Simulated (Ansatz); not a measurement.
Basis sets compared for K5⁺. Charge 1, multiplicity 1. Geometry PBE/def2-SVP. Ansatz on 4 threads of Arm Neoverse V1 on a shared host; times are rough, and most runs start from earlier orbitals.

```tsv
atom	x (Å)	y (Å)	z (Å)
K1	-4.0091	0.0085	2.7184
K2	1.0663	-1.5232	-4.4953
K3	-0.1722	1.2509	3.9231
K4	3.6368	0.4825	-1.8323
K5	-0.5218	-0.2187	-0.3139
```

The restricted singlet is unstable towards broken spin symmetry in Hartree–Fock (as tested in another run); at PBE/def2-SVP, PBE/def2-TZVP, PBE0/def2-SVP, PBE0/def2-TZVP this wasn't settled. The structure comes from a short search, and lower isomers may exist.

```
        level  functions  energy (Eh)  HOMO (eV)  LUMO (eV)  wall time
 PBE/def2-SVP        120   -2998.0169      -5.11      -4.29      3.3 s
PBE0/def2-SVP        120   -2998.2593      -5.41      -3.83      3.7 s
```

Question: Estimate the rows for PBE/def2-TZVP (with forces), PBE0/def2-TZVP.

Answer: 
```
                      level  functions  energy (Eh)  HOMO (eV)  LUMO (eV)  wall time
PBE/def2-TZVP (with forces)        165   -2998.4070      -5.06      -4.26        4 s
             PBE0/def2-TZVP        165   -2998.6432      -5.38      -3.81      5.5 s
```
